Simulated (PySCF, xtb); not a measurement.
F2GeH3In, SMILES [F][In]([F])[GeH3].

xtb with GFN2-xTB at its own geometry gives an orbital gap of 3.38 eV and a dipole moment of 7.32 D.

Coordinates come from a PBE0-D3(BJ)/def2-SVP optimisation. The structure was generated by enumeration; whether it is a known compound was not checked. The def2 effective core potentials stand for the cores of In; spin–orbit coupling is left out.

What does PBE/def2-TZVP (PySCF) give? (An estimate is asked for; the answer gives what the named calculation found.)

gap 4.71 eV (levels -7.54 and -2.83 eV), dipole 4.67 D.
